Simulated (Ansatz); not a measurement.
`C[O][GeH3]` + `CSS` → `CS[S][GeH3]` + CH₃OH at 298.15 K and 1 bar (ligand exchange at a Ge–O bond).

Program: Ansatz. Geometries: PBE0-D4/def2-TZVP. ΔE: electronic, gas phase. CCSD(T)/CBS is the MP2 limit (def2-TZVPP, def2-QZVPP) plus CCSD(T) − MP2 in def2-TZVPP, frozen cores. This one scheme is used for every species. For Ge outer-core shells are correlated without core-valence functions, which leaves a few kJ/mol of doubt a bond. Scalar relativity is left out up to krypton. Each species was taken in one conformer, which may not be the lowest.

| species | CCSD(T)/CBS energy (Eh) | H − E (kJ/mol) | S (J/(mol·K)) |
| --- | --- | --- | --- |
| `C[O][GeH3]` | -2192.93708 | 187.5 | 308.8 |
| `CSS` | -836.00794 | 141.3 | 294.2 |
| `CS[S][GeH3]` | -2913.33841 | 189.8 | 364.5 |
| CH₃OH | -115.61712 | 146.3 | 238.2 |

H − E and S are ideal-gas, rigid-rotor, harmonic terms from PBE0-D4/def2-TZVP, for one conformer and one mirror image of each species. 1 Eh = 2625.50 kJ/mol, R = 8.31446 J/(mol·K).

**Question.** By hand: ΔE, ΔH, ΔS and ΔG.

**Answer.** ΔE = (-2913.33841) + (-115.61712) − (-2192.93708) − (-836.00794) = -0.01051 Eh = -27.6 kJ/mol. Δ(H − E) = 189.8 + 146.3 − 187.5 − 141.3 = 7.3, so ΔH = -20.3 kJ/mol. ΔS = 364.5 + 238.2 − 308.8 − 294.2 = -0.3 J/(mol·K). ΔG = -20.3 − 298.15 × (-0.3)/1000 = -20.2 kJ/mol.

**Question.** By hand: the equilibrium constant, and the temperature at which ΔG would vanish if ΔH and ΔS stayed fixed.

**Answer.** log₁₀ K = −ΔG/(RT ln 10) = 3.5. ΔG = 0 at ΔH/ΔS = 67667 K, far beyond where these terms or the molecules hold.

The number of gas molecules stays the same, so ΔS is small and ΔH decides. A doubt of 5 kJ/mol in ΔE shifts log₁₀ K by 0.9 here. Other conformers and mirror images would add mixing entropy, several J/(mol·K) or more a flexible species. These are equilibria of isolated gas molecules and say nothing of rates. Largest T1 diagnostic: 0.012 (customary marks: 0.02 for closed shells, 0.045 for open ones).
